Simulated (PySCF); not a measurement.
F2Si, triplet, at a GFN2-xTB geometry (the spin is typed, not shown lowest). Base run: PySCF with WB97X/6-31G**.

The PySCF input:
```python
from pyscf import gto, scf, dft

mol = gto.M(
    atom='''
Si   -0.032698   -0.015437    0.553070
F     1.105724   -0.706254   -0.386345
F    -1.054860    0.730267   -0.473986
''',
    basis='6-31g**',
    charge=0,
    spin=2,
    verbose=4,
)

mf = dft.UKS(mol)
mf.xc = 'wb97x'
mf.kernel()
```

Variants of this job, named by their change:

```
change                               ΔE vs base (µEh)  grid points  electrons on the grid
-----------------------------------  ----------------  -----------  ---------------------
base                                              0.0        47704               32.00000
grids.radi_method = gauss_chebyshev              -1.5        46504               32.00000
grids.level = 5                                   0.8       131312               32.00000
grids.becke_scheme = stratmann                   -4.9        47704               32.00000
grids.atom_grid = (30, 110)                      2958         7384               31.99867
grids.prune = off                                -0.2        80024               32.00000
grids.level = 2                                  45.8        35136               31.99995
grids.atom_grid = (150, 974)                      1.6       235024               32.00000
grids.level = 7                                  -0.6       264928               32.00000
grids.level = 1                                  79.4        17016               32.00023
grids.atom_grid = (75, 302)                      42.1        42392               31.99995
```

Open shells are given as the SCF converged; they aren't shown to be the lowest states, and a large step between rows can be another state.
